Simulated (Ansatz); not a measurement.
B2Sb. Charge 0, multiplicity 4. Geometry r2SCAN-D4/def2-TZVP; atoms count from 1.

```
atom    x (Å)    y (Å)    z (Å)
  B1   1.0395  -0.0166  -0.2969
  B2  -0.1739  -0.9199   0.5408
 Sb3  -0.8656   0.9365  -0.2439
```

In the def2 sets Sb takes a core potential; there is no spin–orbit coupling. At PBE0-D4/def2-TZVP a doublet of charge 0 lies 1.10 eV below the quartet, each at its own geometry. The structure comes from a short search, and lower isomers may exist.

**Question.** Estimate the Mulliken populations from the PBE0/def2-TZVP orbitals of Ansatz.

**Answer.** 
| atom | charge (e) | spin (α − β) |
| --- | --- | --- |
| B1 | -0.16 | 1.22 |
| B2 | -0.16 | 1.22 |
| Sb3 | 0.32 | 0.55 |
Mulliken values depend strongly on the basis.

**Question.** Where does the spin sit?

**Answer.** Summed by element: B 2.45, Sb 0.55, of 3 unpaired in all. Largest on single atoms: B1 1.22, B2 1.22, Sb3 0.55.

**Question.** And the Mayer bond orders between heavy atoms (over 0.3)?

**Answer.** B1–B2 1.02 (1.73 Å); B1–Sb3 1.43 (2.13 Å); B2–Sb3 1.43 (2.13 Å).
